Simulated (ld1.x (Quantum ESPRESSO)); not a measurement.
**gallium, TM: configuration errors across variants**

```json
{
  "Element": "gallium",
  "Generator": "ld1.x (Quantum ESPRESSO) 7.5",
  "Type": "norm-conserving Troullier–Martins (Kleinman–Bylander form)",
  "Functional": "PBE",
  "Relativity": "scalar-relativistic",
  "Frozen core": "[Ar] 3d10",
  "Valence charge": "3",
  "Reference configuration": "4s1.5 4p0 (charge +1.5)",
  "Partial waves": "4s (bound): rc 1.50 bohr; 4p (bound, empty): rc 1.60 bohr",
  "Local potential": "all-electron potential smoothed inside 1.45 bohr (lloc = -1)",
  "Core correction": "Bessel-smoothed model core, default radius (core density twice the valence density)"
}
```

All-electron excitation energies from the reference (eV): (1) 4s2 4p1 -15.034; (2) 4s2 4p0 -9.346; (3) 4s1 4p0 11.781; (4) 4s0 4p3 -1.663; (5) 4s2 4p0.5 -13.004; (6) 4s1 4p2 -8.497; (7) 4s2 4p1.3 -15.568.

The default core radius of the base comes out at 1.61 bohr.

4 further variants failed, have other tests or another functional or relativity, and are left out.

A true bound ghost makes a file unfit for plane-wave use even where its test errors are small: the radial tests pick states by their node count and pass the ghost by.

Errors AE − PS in meV (a dash: test not solved or not reliable):

```csv
change,(1),(2),(3),(4),(5),(6),(7),bound ghosts
base,-42,-16,-25,-7.6,-31,-11,-44,none
wave 4p (bound): rc 1.60 bohr becomes 4p (bound): rc 1.74 bohr,-42,-16,-25,-11,-31,-12,-45,none
wave 4s (bound): rc 1.50 bohr becomes 4s (bound): rc 1.84 bohr,-43,-16,-26,-7.0,-32,-11,-45,none
core correction Bessel-smoothed model core inside 1.18 bohr,-43,-17,-27,-9.1,-32,-11,-46,none
local potential all-electron potential smoothed inside 1.74 bohr (lloc = -1),-48,-18,-27,-7.7,-36,-12,-51,none
type TM semilocal; local potential the s channel,-51,-19,-28,-7.8,-38,-13,-55,none
"all radii but the core radius scaled by about 0.81 (s 1.22, p 1.30 bohr); local potential all-electron potential smoothed inside 1.18 bohr (lloc = -1)",-76,-31,-37,-4.7,-59,-12,-80,s
```

Problem. Give the same row for: local potential all-electron potential smoothed inside 1.50 bohr (lloc = -2).

Solution. -48, -18, -28, -7.7, -36, -13, -52; bound ghosts: none.
